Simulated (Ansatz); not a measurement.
Al(PF3)Cl3 (AlPCl3F3). Total charge 0; singlet. Geometry PBE-D4/def2-SVP.

Cartesian coordinates in Å:
```
Al -0.0773 -1.4093 0.3196
P 0.0566 1.0340 -0.2352
F 1.0938 1.9170 0.5894
F -1.2668 1.9012 -0.0558
F 0.4608 1.4298 -1.7238
Cl -1.5831 -1.8741 -1.0893
Cl -0.6193 -1.1462 2.3459
Cl 1.9354 -1.8525 -0.1509
```

Problem. Estimate the orbital energies around the gap (eV) in Ansatz with HF/6-31G, HF/def2-TZVP, PBE-D4/def2-SVP, revPBE-D4/def2-TZVP, r2SCAN-D4/def2-TZVP.

Solution. 
| orbital | HF/6-31G | HF/def2-TZVP | PBE-D4/def2-SVP | revPBE-D4/def2-TZVP | r2SCAN-D4/def2-TZVP |
| --- | --- | --- | --- | --- | --- |
| HOMO−9 | -18.47 | -17.42 | -11.24 | -11.46 | -12.05 |
| HOMO−8 | -16.06 | -15.19 | -9.82 | -9.88 | -10.38 |
| HOMO−7 | -15.27 | -14.58 | -9.52 | -9.56 | -10.06 |
| HOMO−6 | -15.27 | -14.58 | -9.52 | -9.56 | -10.06 |
| HOMO−5 | -13.75 | -13.20 | -8.15 | -8.26 | -8.72 |
| HOMO−4 | -13.75 | -13.20 | -8.15 | -8.26 | -8.72 |
| HOMO−3 | -13.64 | -13.01 | -8.04 | -8.16 | -8.62 |
| HOMO−2 | -13.54 | -13.01 | -8.04 | -8.16 | -8.62 |
| HOMO−1 | -13.54 | -12.80 | -7.94 | -8.04 | -8.47 |
| HOMO | -13.21 | -12.50 | -7.55 | -7.68 | -8.13 |
| LUMO | 1.18 | 1.93 | -2.32 | -2.55 | -2.51 |
| LUMO+1 | 1.18 | 1.93 | -2.32 | -2.55 | -2.51 |
| LUMO+2 | 1.50 | 2.60 | -1.25 | -1.37 | -1.05 |
| LUMO+3 | 2.30 | 3.85 | -0.81 | -1.00 | -0.74 |
| LUMO+4 | 4.14 | 4.54 | 1.37 | 0.94 | 1.40 |
| LUMO+5 | 4.75 | 5.40 | 1.84 | 1.35 | 1.70 |
